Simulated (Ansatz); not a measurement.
`O[Si](F)(F)Br` → `FBr` + `O[Si]F` at 400 K and 1 bar (silylene formation by 1,1-elimination).

Calculated with Ansatz (gas phase, PBE0-D4/def2-TZVP geometries, no zero-point term in ΔE). CCSD(T)/CBS is the MP2 limit (def2-TZVPP, def2-QZVPP) plus CCSD(T) − MP2 in def2-TZVPP, frozen cores. This one scheme is used for every species. For Br outer-core shells are correlated without core-valence functions, which leaves a few kJ/mol of doubt a bond. Scalar relativity is left out up to krypton. One conformer a species, not always the lowest.

```json
{"species": "`O[Si](F)(F)Br`", "CCSD(T)/CBS energy (Eh)": "-3138.00572", "H − E (kJ/mol)": "85.8", "S (J/(mol·K))": "369.7"}
{"species": "`FBr`", "CCSD(T)/CBS energy (Eh)": "-2673.03720", "H − E (kJ/mol)": "16.6", "S (J/(mol·K))": "238.5"}
{"species": "`O[Si]F`", "CCSD(T)/CBS energy (Eh)": "-464.72778", "H − E (kJ/mol)": "60.6", "S (J/(mol·K))": "283.4"}
```

H − E and S are ideal-gas, rigid-rotor, harmonic terms from PBE0-D4/def2-TZVP, for one conformer and one mirror image of each species. 1 Eh = 2625.50 kJ/mol, R = 8.31446 J/(mol·K).

**Question.** By hand: ΔE, ΔH, ΔS and ΔG.

**Answer.** ΔE = (-2673.03720) + (-464.72778) − (-3138.00572) = 0.24074 Eh = 632.1 kJ/mol. Δ(H − E) = 16.6 + 60.6 − 85.8 = -8.6, so ΔH = 623.5 kJ/mol. ΔS = 238.5 + 283.4 − 369.7 = 152.2 J/(mol·K). ΔG = 623.5 − 400 × (152.2)/1000 = 562.6 kJ/mol.

**Question.** By hand: the equilibrium constant, and the temperature at which ΔG would vanish if ΔH and ΔS stayed fixed.

**Answer.** log₁₀ K = −ΔG/(RT ln 10) = -73.5. ΔG = 0 at ΔH/ΔS = 4097 K, far beyond where these terms or the molecules hold.

The number of gas molecules changes by +1, which sets the sign of ΔS. A doubt of 5 kJ/mol in ΔE shifts log₁₀ K by 0.7 here. Other conformers and mirror images would add mixing entropy, several J/(mol·K) or more a flexible species. These are equilibria of isolated gas molecules and say nothing of rates. Largest T1 diagnostic: 0.015 (customary marks: 0.02 for closed shells, 0.045 for open ones).
